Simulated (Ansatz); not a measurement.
Zirconium tetrachloride + `FCI` → `[Cl][Zr]([Cl])([Cl])[I]` + `FCCl` at 600 K and 1 bar (formal exchange of groups at a Zr–Cl bond).

Computed with Ansatz on PBE0-D4/def2-TZVP structures; ΔE is electronic, products minus reactants. CCSD(T)/CBS adds triple-zeta CCSD(T) − MP2 to the extrapolated MP2 energy (def2 sets, frozen cores). This one scheme is used for every species. Elements past krypton have def2 core potentials. For I, Zr outer-core shells are correlated without core-valence functions, which leaves a few kJ/mol of doubt a bond.

```tsv
species	CCSD(T)/CBS energy (Eh)	H − E (kJ/mol)	S (J/(mol·K))
`[Cl][Zr]([Cl])([Cl])[Cl]`	-1886.41337	66.6	440.2
`FCI`	-436.46970	109.1	326.3
`[Cl][Zr]([Cl])([Cl])[I]`	-1724.06608	66.3	471.9
`FCCl`	-598.81139	110.6	304.1
```

H − E and S are ideal-gas, rigid-rotor, harmonic terms from PBE0-D4/def2-TZVP. 1 Eh = 2625.50 kJ/mol, R = 8.31446 J/(mol·K).

Question: By hand: ΔE, ΔH, ΔS and ΔG.

Answer: ΔE = (-1724.06608) + (-598.81139) − (-1886.41337) − (-436.46970) = 0.00560 Eh = 14.7 kJ/mol. Δ(H − E) = 66.3 + 110.6 − 66.6 − 109.1 = 1.2, so ΔH = 15.9 kJ/mol. ΔS = 471.9 + 304.1 − 440.2 − 326.3 = 9.5 J/(mol·K). ΔG = 15.9 − 600 × (9.5)/1000 = 10.2 kJ/mol.

Question: By hand: the equilibrium constant, and the temperature at which ΔG would vanish if ΔH and ΔS stayed fixed.

Answer: log₁₀ K = −ΔG/(RT ln 10) = -0.9. ΔG = 0 at ΔH/ΔS = 1674 K, though so small a ΔS makes that figure unsure.

TΔS isn't small against ΔH here. A doubt of 5 kJ/mol in ΔE shifts log₁₀ K by 0.4 here. These are equilibria of isolated gas molecules and say nothing of rates. Largest T1 diagnostic: 0.015 (customary marks: 0.02 for closed shells, 0.045 for open ones).
